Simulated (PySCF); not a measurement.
Cl₂H₃NOSn, SMILES [NH2][Sn]([OH])([Cl])[Cl].

Geometry: B3LYP-D3(BJ)/def2-SVP. The structure was generated by enumeration; whether it is a known compound was not checked. The def2 effective core potentials stand for the cores of Sn; spin–orbit coupling is left out. Other conformers were not sampled.

Level of theory: B3LYP-D3(BJ)/def2-SVP (PySCF).

Frequencies are harmonic and unscaled.

```
mode  ν (cm⁻¹)  IR (km/mol)  Raman (Å⁴/amu)  depolarisation    moving atoms (share of kinetic energy)
----  --------  -----------  --------------  --------------  ----------------------------------------
1           47         21.6             2.6            0.71            H 57 %, N 19 %, Cl 14 %, O 9 %
2          110          5.6             3.4            0.73                           Cl 75 %, Sn 9 %
3          131         40.0             1.4            0.75                   H 61 %, O 17 %, Cl 11 %
4          137          2.4             2.2            0.75          H 25 %, Cl 25 %, N 23 %, Sn 23 %
5          153         21.6             2.9            0.71  N 34 %, O 22 %, H 20 %, Cl 14 %, Sn 10 %
6          159          2.2             4.0            0.67  O 29 %, N 23 %, H 20 %, Sn 15 %, Cl 12 %
7          192         93.0             1.7            0.75                            H 44 %, O 43 %
8          362         28.3            20.7            0.06                          Cl 82 %, Sn 15 %
9          380         61.9             5.4            0.67                          Cl 73 %, Sn 27 %
10         543        116.7            30.2            0.13                            N 65 %, H 27 %
11         631         82.3            12.0            0.19                           O 84 %, Sn 12 %
12         666         42.8             3.5            0.50                            H 62 %, N 30 %
13         850         34.1             0.6            0.75                                    H 93 %
14         897         65.6             1.6            0.69                                    H 90 %
15        1528          9.9             3.5            0.67                             H 92 %, N 8 %
16        3492         27.6           151.6            0.10                                    H 96 %
17        3593         25.8            79.7            0.75                             H 91 %, N 9 %
18        3818         83.4           111.7            0.28                                    H 94 %
```
